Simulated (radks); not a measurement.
The numbers below are computed, except where a source is named.
Question: Species: Lu3+. Configuration: [Xe] 4f14. Code: a radial shooting solver on a logarithmic mesh with Libxc functionals. Model: Dirac Kohn-Sham, LDA (Slater exchange, Perdew-Wang correlation), spin-unpolarised, spherical densities, point nucleus.

Spin-orbit splittings of the eigenvalues, e(l+1/2) - e(l-1/2), with zeta = 2 splitting/(2l+1) and mean radii in bohr:

| shell | occ. | splitting (eV) | zeta (eV) | <r> j=l-1/2 | <r> j=l+1/2 |
|---|---|---|---|---|---|
| 2p | 6 | 1116 | 744.2 | 0.06743 | 0.07504 |
| 3p | 6 | 238.1 | 158.7 | 0.2021 | 0.2164 |
| 3d | 10 | 52.02 | 20.81 | 0.1899 | 0.1943 |
| 4p | 6 | 54.37 | 36.24 | 0.4851 | 0.5181 |
| 4d | 10 | 9.922 | 3.969 | 0.5412 | 0.5529 |
| 4f | 14 | 1.532 | 0.4378 | 0.7089 | 0.7231 |
| 5p | 6 | ? | ? | 1.298 | 1.402 |

Estimate the 5p splitting.

Answer: 7.150 eV (zeta = 4.767 eV).
